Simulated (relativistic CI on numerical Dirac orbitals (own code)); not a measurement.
**Calculated levels, Cs5+**

Calculated at this level of theory: Dirac-Coulomb-Breit CI, separate exchange-only KLI orbitals for each configuration, model QED (radiative potential, 1s self-energy scaled to tabulated hydrogen-like ionisation energies), valence Slater integrals scaled by 0.9, configuration energies shifted to the measured levels that pair with them (semi-empirical) (own radial code, finite nucleus).

Configurations in the expansion (outside the closed core [Kr] 4d10): 5s2 5p2, 5s 5p3, 5s2 5p 5d, 5s2 5p 6s, 5p4, 5s2 4f2, 5s2 5d2, 5s2 5p 4f, 5s 5p2 5d, 5s2 5p 5f, 5s2 5p 5g, 5s2 4f 5d, 5p2 4f2, 5s2 5p 6p, 5s 5p2 5f, 5p2 5d2, 5s 5p2 4f, 5s 5p2 5g, 5s2 5f2, 5p3 4f, 5s2 5p 6d, 5p3 5d, 5s 5p 4f2, 5s 5p 4f 5d, 5s2 5p 7s, 5s 5p2 6s, 5s 5p 5d2, 5s2 5g2, 5s 5p 4f 6s, 5s2 5p 7p. Levels of other configurations are missing.

| No. | Configuration | Term | J | E (cm⁻¹) | % | jj configuration (%) |
| --- | --- | --- | --- | --- | --- | --- |
| 41 | 5s2 5p 6s | 3P° | 1 | 243707 | 76 | 5p1/2 6s (93) |
| 42 | 5p4‡ | 3P | 2 | 260656 | 45 | 5p3/2^2 (55) |
| 43 | 5s2 5p 6s | 3P° | 2 | 260963 | 100 | 5p3/2 6s (100) |
| 44 | 5s2 5p 6s | 1P° | 1 | 264841 | 75 | 5p3/2 6s (96) |
| 45 | 5s 5p2(3P)<4P> 4f‡ | 5G° | 2 | 265072 | 88 | 5s 5p1/2^2 4f5/2 (53) |
| 46 | 5s 5p2(3P)<4P> 4f‡ | 5G° | 3 | 266645 | 75 | 5s 5p1/2^2 4f5/2 (32) |
| 47 | 5s 5p2(3P)<4P> 5d‡ | 5F | 1 | 268348 | 84 | 5s 5p1/2^2 5d3/2 (55) |
| 48 | 5s 5p2(3P)<4P> 4f‡ | 5G° | 4 | 268454 | 42 | 5s 5p1/2^2 4f7/2 (52) |
| 49 | 5s 5p2(3P)<4P> 5d‡ | 5F | 2 | 270580 | 81 | 5s 5p1/2 5p3/2 5d3/2 (34) |
| 50 | 5p4‡ | 3P | 0 | 272629 | 42 | 5p3/2^2 (39) |
| 51 | 5p4‡ | 3P | 1 | 273217 | 44 | 5p1/2 5p3/2^3 (44) |
| 52 | 5s 5p2(3P)<4P> 4f‡ | 5D° | 4 | 273865 | 49 | 5s 5p1/2 5p3/2 4f7/2 (58) |
| 53 | 5s 5p2(3P)<4P> 5d‡ | 5F | 3 | 273911 | 73 | 5s 5p1/2^2 5d5/2 (34) |
| 54 | 5s 5p2(3P)<4P> 4f‡ | 5G° | 5 | 275018 | 85 | 5s 5p1/2 5p3/2 4f7/2 (76) |
| 55 | 5s 5p2(3P)<4P> 4f‡ | 5D° | 3 | 275239 | 57 | 5s 5p1/2 5p3/2 4f5/2 (61) |
| 56 | 5s 5p2(3P)<4P> 4f‡ | 5D° | 2 | 277293 | 50 | 5s 5p1/2 5p3/2 4f5/2 (75) |
| 57 | 5s 5p2(3P)<4P> 4f‡ | 3D° | 3 | 278303 | 46 | 5s 5p1/2^2 4f7/2 (30) |
| 58 | 5p4‡ | 1D | 2 | 279022 | 47 | 5p1/2 5p3/2^3 (49) |
| 59 | 5s 5p2(3P)<4P> 4f‡ | 5F° | 1 | 279151 | 60 | 5s 5p1/2 5p3/2 4f5/2 (88) |
| 60 | 5s 5p2(3P)<4P> 5d‡ | 5F | 4 | 279686 | 78 | 5s 5p1/2 5p3/2 5d5/2 (80) |
| 61 | 5s 5p2(3P)<4P> 4f‡ | 5G° | 6 | 280487 | 94 | 5s 5p1/2 5p3/2 4f7/2 (55) |
| 62 | 5s 5p2(3P)<4P> 5d‡ | 5D | 0 | 281576 | 90 | 5s 5p1/2 5p3/2 5d3/2 (73) |
| 63 | 5s 5p2(3P)<4P> 4f‡ | 3G° | 3 | 281663 | 52 | 5s 5p1/2 5p3/2 4f7/2 (59) |
| 64 | 5s 5p2(3P)<4P> 5d‡ | 5D | 1 | 282339 | 85 | 5s 5p1/2 5p3/2 5d3/2 (58) |
| 65 | 5s 5p2(3P)<4P> 5d‡ | 5D | 2 | 282886 | 69 | 5s 5p1/2 5p3/2 5d3/2 (47) |
| 66 | 5s 5p2(3P)<4P> 4f‡ | 5D° | 0 | 283526 | 96 | 5s 5p3/2^2 4f5/2 (49) |
| 67 | 5s 5p2(3P)<4P> 5d‡ | 5D | 3 | 283746 | 55 | 5s 5p1/2 5p3/2 5d3/2 (43) |
| 68 | 5s 5p2(3P)<4P> 4f‡ | 3G° | 4 | 284218 | 52 | 5s 5p1/2 5p3/2 4f5/2 (52) |
| 69 | 5s 5p2(3P)<4P> 4f‡ | 5D° | 1 | 284274 | 64 | 5s 5p1/2 5p3/2 4f5/2 (52) |
| 70 | 5s 5p2(3P)<4P> 4f‡ | 5D° | 2 | 284291 | 38 | 5s 5p1/2 5p3/2 4f5/2 (33) |
| 71 | 5s 5p2(3P)<4P> 4f‡ | 5F° | 5 | 284720 | 64 | 5s 5p1/2 5p3/2 4f7/2 (52) |
| 72 | 5s 5p2(3P)<4P> 5d‡ | 5F | 5 | 286570 | 94 | 5s 5p1/2 5p3/2 5d5/2 (55) |
| 73 | 5s 5p2(3P)<4P> 4f‡ | 5F° | 3 | 286602 | 65 | 5s 5p1/2 5p3/2 4f5/2 (40) |
| 74 | 5s 5p2(3P)<4P> 5d‡ | 5D | 4 | 287010 | 60 | 5s 5p1/2 5p3/2 5d5/2 (45) |
| 75 | 5s2 5p 6p‡ | 3D | 1 | 287385 | 63 | 5p1/2 6p1/2 (96) |
| 76 | 5s 5p2(3P)<4P> 4f‡ | 3D° | 2 | 287544 | 47 | 5s 5p1/2 5p3/2 4f7/2 (39) |
| 77 | 5s 5p2(3P)<4P> 4f‡ | 5F° | 4 | 288334 | 44 | 5s 5p1/2 5p3/2 4f7/2 (49) |
| 78 | 5s 5p2(3P)<4P> 5d‡ | 3F | 2 | 290260 | 85 | 5s 5p1/2 5p3/2 5d5/2 (39) |
| 79 | 5s 5p2(3P)<4P> 4f‡ | 3D° | 1 | 291931 | 83 | 5s 5p3/2^2 4f7/2 (45) |
| 80 | 5s2 5p 6p‡ | 3P | 0 | 293816 | 84 | 5p1/2 6p1/2 (92) |
| 81 | 5s 5p2(3P)<4P> 4f‡ | 3G° | 5 | 294775 | 75 | 5s 5p3/2^2 4f7/2 (45) |
| 82 | 5s2 5p 6p‡ | 3P | 1 | 295489 | 46 | 5p1/2 6p3/2 (94) |
| 83 | 5s 5p2(3P)<4P> 5d‡ | 3F | 3 | 295528 | 75 | 5s 5p1/2 5p3/2 5d5/2 (51) |
| 84 | 5s2 5p 6p‡ | 3D | 2 | 296560 | 68 | 5p1/2 6p3/2 (91) |
| 85 | 5s 5p2(3P)<4P> 5d‡ | 5P | 3 | 300565 | 77 | 5s 5p1/2 5p3/2 5d5/2 (44) |
| 86 | 5s 5p2(3P)<4P> 4f‡ | 3F° | 4 | 300682 | 68 | 5s 5p1/2 5p3/2 4f5/2 (49) |
| 87 | 5s 5p2(3P)<4P> 4f‡ | 3F° | 3 | 301447 | 60 | 5s 5p1/2 5p3/2 4f7/2 (43) |
| 88 | 5s 5p2(3P)<4P> 4f‡ | 3F° | 2 | 303000 | 88 | 5s 5p1/2 5p3/2 4f7/2 (72) |
| 89 | 5s 5p2(3P)<4P> 5d‡ | 5P | 2 | 303120 | 87 | 5s 5p1/2 5p3/2 5d3/2 (40) |
| 90 | 5s 5p2(3P)<4P> 5d‡ | 3F | 4 | 303645 | 68 | 5s 5p3/2^2 5d5/2 (70) |
| 91 | 5s 5p2(3P)<4P> 5d‡ | 5P | 1 | 304622 | 90 | 5s 5p1/2 5p3/2 5d3/2 (54) |
| 92 | 5s 5p2(1D)<2D> 4f‡ | 3F° | 2 | 306264 | 82 | 5s 5p1/2 5p3/2 4f5/2 (42) |
| 93 | 5s 5p2(1D)<2D> 4f‡ | 1G° | 4 | 306795 | 46 | 5s 5p1/2 5p3/2 4f7/2 (50) |
| 94 | 5s 5p2(3P)<4P> 5d‡ | 3P | 2 | 307093 | 50 | 5s 5p1/2 5p3/2 5d5/2 (37) |
| 95 | 5s 5p2(1D)<2D> 4f‡ | 3F° | 3 | 307124 | 80 | 5s 5p1/2 5p3/2 4f7/2 (30) |
| 96 | 5p4‡ | 1S | 0 | 307477 | 44 | 5s 5p3/2^2 5d5/2 (43) |
| 97 | 5s2 5p 6p‡ | 3P | 1 | 307819 | 45 | 5p3/2 6p1/2 (73) |
| 98 | 5s 5p2(1D)<2D> 4f‡ | 3G° | 3 | 308323 | 53 | 5s 5p1/2 5p3/2 4f5/2 (54) |
| 99 | 5s 5p2(1D)<2D> 4f‡ | 3G° | 4 | 308840 | 40 | 5s 5p3/2^2 4f5/2 (25) |
| 100 | 5s 5p2(1D)<2D> 4f‡ | 3G° | 5 | 309010 | 68 | 5s 5p1/2 5p3/2 4f7/2 (49) |
| 101 | 5s2 5p 6p‡ | 3P | 2 | 310346 | 56 | 5p3/2 6p1/2 (78) |
| 102 | 5s 5p2(1D)<2D> 4f‡ | 3H° | 4 | 310640 | 60 | 5s 5p1/2 5p3/2 4f5/2 (52) |
| 103 | 5s2 5p 6p‡ | 3D | 3 | 312514 | 90 | 5p3/2 6p3/2 (90) |
| 104 | 5s 5p2(1D)<2D> 4f‡ | 3H° | 5 | 313563 | 63 | 5s 5p1/2 5p3/2 4f7/2 (38) |
| 105 | 5s 5p2(3P)<4P> 5d‡ | 3P | 1 | 314831 | 29 | 5s 5p1/2 5p3/2 5d5/2 (21) |
| 106 | 5s 5p2(1D)<2D> 4f‡ | 3H° | 6 | 314900 | 83 | 5s 5p3/2^2 4f7/2 (51) |
| 107 | 5s 5p2(1D)<2D> 4f‡ | 1F° | 3 | 315146 | 48 | 5s 5p3/2^2 4f5/2 (33) |
| 108 | 5s2 5p 6p‡ | 3S | 1 | 315356 | 55 | 5p3/2 6p3/2 (56) |
| 109 | 5s 5p2(3P)<4P> 4f‡ | 3F° | 4 | 316967 | 36 | 5s 5p3/2^2 4f5/2 (47) |
| 110 | 5s 5p2(1D)<2D> 5d‡ | 3G | 3 | 317520 | 68 | 5s 5p1/2 5p3/2 5d3/2 (75) |

Energies count from the lowest computed level; ° marks odd parity. Percentages are summed over parent terms; the parents shown are those of the largest component, closed shells are left out there, and <> holds an intermediate term. Filled j subshells are mostly left out of the jj labels. ‡ marks configurations that were not tied to measured data.

The mean weight of the leading LS term, summed over parents, in these 70 levels is 65 %, and that of the leading jj configuration (from the same eigenvectors) 55 %, so LS coupling describes them better.

Configurations whose levels could be paired with our table of measured levels were shifted onto them, all but the ground configuration, by the median error of their levels; single terms can still be off by 1,000 to 2,000 cm⁻¹ or more, and rates follow the energies as ν³ (E1, M1) or ν⁵ (E2). The others borrow a shift and can be off by several thousand cm⁻¹ or more. Levels and lines within the n = 5 or 6 shells can be off by up to 10 % or somewhat more, and those that change n by about 2 %, since core polarisation is missing. 22 of the 29 excited levels that our extract of the measured tables holds in this range could be paired (the sources list more); they are missed by 1175 cm⁻¹ on average and 9805 at most, after the shifts were fitted to these levels, and levels without a partner can miss by more. Levels that differ in their count of f electrons can be misplaced by several ten thousand cm⁻¹, since the correlation energy of f electrons is missing or only estimated; rates across such gaps can be off by orders of magnitude.

LS names give the leading component of a level, which can be under half, so a name can repeat, a term be missing and a line seem to break the LS rules.
